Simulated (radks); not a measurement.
Charge is removed step by step from the 4p3/2 level of Pm28+, starting from [Ar] 3d10 4s2 4p(1/2: 2, 3/2: 1). Calculated with a radial shooting solver on a logarithmic mesh with Libxc functionals: Dirac Kohn-Sham, PBE, spin-unpolarised, spherical densities, finite nucleus; Fermi nuclear charge, rms radius 4.962 fm.

removed (e)	E - E(0) (eV)	eigenvalue (eV)	E minus straight line (eV)
0	0.000	-1020.3	0.000
0.125	127.86	-1025.4	-2.250
0.25	256.36	-1030.6	-3.858
0.375	385.51	-1035.7	-4.823
0.5	515.29	-1040.9	-5.146
0.625	645.72	-1046.0	-4.825
0.75	776.80	-1051.2	-3.861
0.875	908.51	-1056.3	-2.253
1	1040.9	-1061.5	0.000

Removing the whole electron costs 1040.9 eV by Delta-SCF, against 1020.3 eV from minus the eigenvalue at the starting occupation. Slater's transition state (half an electron removed) gives 1040.9 eV. Integrating minus the eigenvalue over the occupation (Janak's theorem) gives 1040.9 eV. The mean slope of the eigenvalue, de/dn, is 41.2 eV per electron. Ionisation energy of Pm28+ in the NIST Atomic Spectra Database: 1040 eV (theoretical).

Beside tabulated values, note that spin-unpolarised runs miss the spin-polarisation part of the exchange energy of open shells.
